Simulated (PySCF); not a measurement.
# Correlation energy of Cu (copper, neutral)

[Ar] 3d9 4s1 5s1, high-spin 4D determinant (an excited configuration). Computed with PySCF 2.14 in aug-cc-pVDZ-DK, with scalar relativity by spin-free X2C-1e. Frozen: [Ar]; 11 electrons correlated.

```
  level  correlation energy (mhartree)
   CCSD                        -310.23
    (T)                          -6.90
CCSD(T)                        -317.13
```

Diagnostics: T1 = 0.015, D1 = 0.0514, largest double amplitude 0.043.

The outer electron is Rydberg-like, and this basis confines it to a smaller radius and binds it less than a complete one would.

Cost of the coupled-cluster step: roughly 7 core-seconds, for 11 correlated electrons.

Iterations:

```
CC2 = 0
CCSD nocc = (np.int64(7), np.int64(4)), nmo = (50, 50)
frozen orbitals [[0, 1, 2, 3, 4, 5, 6, 7, 8], [0, 1, 2, 3, 4, 5, 6, 7, 8]]
max_cycle = 100
direct = 0
conv_tol = 1e-08
conv_tol_normt = 1e-06
diis_space = 8
diis_start_cycle = 0
Init t2, MP2 energy = -0.332594745907428
Init E_corr(UCCSD) = -0.332594745909708
cycle = 1  E_corr(UCCSD) = -0.300117586492078  dE = 0.0324771594  norm(t1,t2) = 0.0750258
cycle = 2  E_corr(UCCSD) = -0.31119120224439  dE = -0.0110736158  norm(t1,t2) = 0.0289783
cycle = 3  E_corr(UCCSD) = -0.309388878755684  dE = 0.00180232349  norm(t1,t2) = 0.0153533
cycle = 4  E_corr(UCCSD) = -0.310131821363908  dE = -0.000742942608  norm(t1,t2) = 0.00662241
cycle = 5  E_corr(UCCSD) = -0.31026713286148  dE = -0.000135311498  norm(t1,t2) = 0.00107207
cycle = 6  E_corr(UCCSD) = -0.31023998493857  dE = 2.71479229e-05  norm(t1,t2) = 0.000464081
cycle = 7  E_corr(UCCSD) = -0.310222995209211  dE = 1.69897294e-05  norm(t1,t2) = 0.000134803
cycle = 8  E_corr(UCCSD) = -0.310231854298125  dE = -8.85908891e-06  norm(t1,t2) = 6.18375e-05
cycle = 9  E_corr(UCCSD) = -0.310231408333201  dE = 4.45964924e-07  norm(t1,t2) = 2.1946e-05
cycle = 10  E_corr(UCCSD) = -0.310230683003593  dE = 7.25329608e-07  norm(t1,t2) = 1.01938e-05
cycle = 11  E_corr(UCCSD) = -0.310230971938331  dE = -2.88934738e-07  norm(t1,t2) = 7.98116e-06
cycle = 12  E_corr(UCCSD) = -0.310231126437277  dE = -1.54498946e-07  norm(t1,t2) = 1.4603e-05
cycle = 13  E_corr(UCCSD) = -0.310230979038036  dE = 1.47399241e-07  norm(t1,t2) = 5.37998e-06
cycle = 14  E_corr(UCCSD) = -0.310230980550089  dE = -1.51205326e-09  norm(t1,t2) = 5.41912e-06
cycle = 15  E_corr(UCCSD) = -0.310230967120382  dE = 1.34297073e-08  norm(t1,t2) = 5.53302e-06
cycle = 16  E_corr(UCCSD) = -0.310230995728625  dE = -2.86082437e-08  norm(t1,t2) = 5.49613e-06
cycle = 17  E_corr(UCCSD) = -0.310231075053183  dE = -7.93245581e-08  norm(t1,t2) = 5.52928e-06
cycle = 18  E_corr(UCCSD) = -0.310231096745107  dE = -2.16919236e-08  norm(t1,t2) = 5.51541e-06
cycle = 19  E_corr(UCCSD) = -0.310231117040752  dE = -2.02956448e-08  norm(t1,t2) = 5.42962e-06
cycle = 20  E_corr(UCCSD) = -0.310231142132562  dE = -2.509181e-08  norm(t1,t2) = 5.52137e-06
cycle = 21  E_corr(UCCSD) = -0.310231176109111  dE = -3.39765496e-08  norm(t1,t2) = 7.80171e-06
cycle = 22  E_corr(UCCSD) = -0.310231146885539  dE = 2.92235725e-08  norm(t1,t2) = 9.51375e-06
cycle = 23  E_corr(UCCSD) = -0.310231074673164  dE = 7.22123754e-08  norm(t1,t2) = 4.18967e-06
cycle = 24  E_corr(UCCSD) = -0.310230993296212  dE = 8.13769518e-08  norm(t1,t2) = 1.9462e-06
cycle = 25  E_corr(UCCSD) = -0.310231049323774  dE = -5.60275623e-08  norm(t1,t2) = 9.59057e-07
cycle = 26  E_corr(UCCSD) = -0.310231025354019  dE = 2.39697548e-08  norm(t1,t2) = 5.06157e-07
cycle = 27  E_corr(UCCSD) = -0.310231045577178  dE = -2.02231589e-08  norm(t1,t2) = 2.03727e-07
cycle = 28  E_corr(UCCSD) = -0.310231046774667  dE = -1.19748872e-09  norm(t1,t2) = 1.05379e-07
UCCSD converged
E(UCCSD) = -1653.284399781708  E_corr = -0.3102310467746668
UCCSD(T) correction = -0.00690454513457518
```
